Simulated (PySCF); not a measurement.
**Electron correlation in Hf²⁺ (hafnium, charge +2)**

[Xe] 4f14 5d1 6s1, high-spin 3D determinant (an excited configuration). Computed with PySCF 2.14 in x2c-TZVPPall, with scalar relativity by spin-free X2C-1e. Frozen: [Xe] 4f14; 2 electrons correlated.

With two correlated electrons CCSD is exact within the correlated space (frozen core and kept virtual orbitals).

```
level  correlation energy (mhartree)
 CCSD                          -5.10
```

Diagnostics: T1 = 0.038, D1 = 0.0770, largest double amplitude 0.025.

Spin-orbit coupling, absent here, splits the open shell strongly. T1 exceeds 0.03, a sign that the reference determinant is poor.

Cost of the coupled-cluster step: of the order of 6 core-seconds, for 2 correlated electrons.

Iterations:

```
CC2 = 0
CCSD nocc = (np.int64(2), np.int64(0)), nmo = (63, 63)
frozen orbitals [[0, 1, 2, 3, 4, 5, 6, 7, 8, 9, 10, 11, 12, 13, 14, 15, 16, 17, 18, 19, 20, 21, 22, 23, 24, 25, 26, 27, 28, 29, 30, 31, 32, 33], [0, 1, 2, 3, 4, 5, 6, 7, 8, 9, 10, 11, 12, 13, 14, 15, 16, 17, 18, 19, 20, 21, 22, 23, 24, 25, 26, 27, 28, 29, 30, 31, 32, 33]]
max_cycle = 100
direct = 0
conv_tol = 1e-08
conv_tol_normt = 1e-06
diis_space = 8
diis_start_cycle = 0
Init t2, MP2 energy = -0.00378039507633912
Init E_corr(UCCSD) = -0.0037803950766981
cycle = 1  E_corr(UCCSD) = -0.00472522076269808  dE = -0.000944825686  norm(t1,t2) = 0.0125274
cycle = 2  E_corr(UCCSD) = -0.00498949023292096  dE = -0.00026426947  norm(t1,t2) = 0.0042028
cycle = 3  E_corr(UCCSD) = -0.00511396263489875  dE = -0.000124472402  norm(t1,t2) = 0.00168477
cycle = 4  E_corr(UCCSD) = -0.00511164024286919  dE = 2.32239203e-06  norm(t1,t2) = 0.000753361
cycle = 5  E_corr(UCCSD) = -0.00511218400631814  dE = -5.43763449e-07  norm(t1,t2) = 0.000719935
cycle = 6  E_corr(UCCSD) = -0.00511045824060391  dE = 1.72576571e-06  norm(t1,t2) = 0.000723751
cycle = 7  E_corr(UCCSD) = -0.00509664293415581  dE = 1.38153064e-05  norm(t1,t2) = 0.000646308
cycle = 8  E_corr(UCCSD) = -0.00509600996424379  dE = 6.32969912e-07  norm(t1,t2) = 0.000111035
cycle = 9  E_corr(UCCSD) = -0.00509530341561193  dE = 7.06548632e-07  norm(t1,t2) = 1.98765e-05
cycle = 10  E_corr(UCCSD) = -0.00509543635938762  dE = -1.32943776e-07  norm(t1,t2) = 3.67427e-06
cycle = 11  E_corr(UCCSD) = -0.005095444157149  dE = -7.79776138e-09  norm(t1,t2) = 1.09963e-06
cycle = 12  E_corr(UCCSD) = -0.00509543327838875  dE = 1.08787603e-08  norm(t1,t2) = 4.4834e-07
cycle = 13  E_corr(UCCSD) = -0.00509543321617276  dE = 6.22159832e-11  norm(t1,t2) = 5.74826e-08
UCCSD converged
E(UCCSD) = -15072.70385870828  E_corr = -0.005095433216172763
```
